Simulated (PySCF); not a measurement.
Relaxation of doublet GeH₂⁺

Method: UPBE0 in PySCF with Ge def2-TZVP, H def2-TZVP; no relativity; density-fitted integrals. A (50,194) grid was used.

A start displaced from a saddle point along its imaginary mode, of C2v symmetry, held to at least that symmetry:

```xyz
3
charge 1 multiplicity 2, angstrom
Ge    0.0024   -0.0022    0.0000
H    -0.0873    0.0823    1.5089
H    -0.0873    0.0823   -1.5089
```

Question: What forces act on the atoms at the start (eV/Å)?

Answer: 
```json
{"atom": "Ge1", "Fx": "0.91", "Fy": "-0.86", "Fz": "0.00"}
{"atom": "H2", "Fx": "-0.46", "Fy": "0.43", "Fz": "-0.02"}
{"atom": "H3", "Fx": "-0.46", "Fy": "0.43", "Fz": "0.02"}
```

Question: What does it relax to?

Answer: It ends at C2v with Ge–H 1.552 Å (×2); H–Ge–H 120.9°. No frequency check is given, so it may be a saddle point. Other isomers or separated fragments may lie lower.

Question: How much energy is released, and in how many steps?

Answer: 77.7 kJ/mol in 7 steps.

The relaxation took 9.2 s on 2 threads of a shared Intel Xeon Platinum 8259CL @ 2.50GHz (Skylake/Cascade Lake) host, with 60 basis functions and 8 gradients; the process peaked at 0.63 GiB. Launch command: `OMP_NUM_THREADS=2 python axn.py task.json out`.
